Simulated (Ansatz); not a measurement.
System: C4H9F3OSi, charge 0, multiplicity 1. 
Coordinates optimised at B3LYP-D3(BJ)/def2-TZVP (Ansatz, a quantum-chemistry and plane-wave program):
SMILES: CC(C)(C)O[Si](F)(F)F
```xyz
18

C     -2.1803     0.4078     1.6902
C     -1.5059     0.1751     0.3456
C     -1.7139    -1.2578    -0.1336
C     -1.9776     1.1839    -0.6950
O     -0.0879     0.4129     0.5802
Si     1.2289    -0.0677    -0.1754
F      1.5888    -1.5805     0.1094
F      1.1280     0.0775    -1.7487
F      2.4411     0.8072     0.3198
H     -1.8062    -0.2995     2.4308
H     -3.2597     0.2797     1.6000
H     -1.9773     1.4185     2.0441
H     -1.3128    -1.9688     0.5890
H     -2.7784    -1.4586    -0.2595
H     -1.2286    -1.4260    -1.0973
H     -1.4645     1.0294    -1.6447
H     -1.7782     2.1997    -0.3532
H     -3.0504     1.0791    -0.8634
```

Basis-set convergence of Hartree-Fock and CCSD(T) correlation energies (hartree) with Ansatz. Correlated levels leave the core frozen unless marked. No spin-orbit coupling. No relativistic terms.

```csv
basis,functions,E(HF),"E(corr, CCSD(T))"
cc-pV(D+d)Z,180,-819.11106,-1.50276
cc-pV(T+d)Z,405,?,?
```

**Question.** Some entries are withheld; supply them.

**Answer.** 
- cc-pV(T+d)Z, E(HF): -819.33166
- cc-pV(T+d)Z, E(corr, CCSD(T)): -1.90443
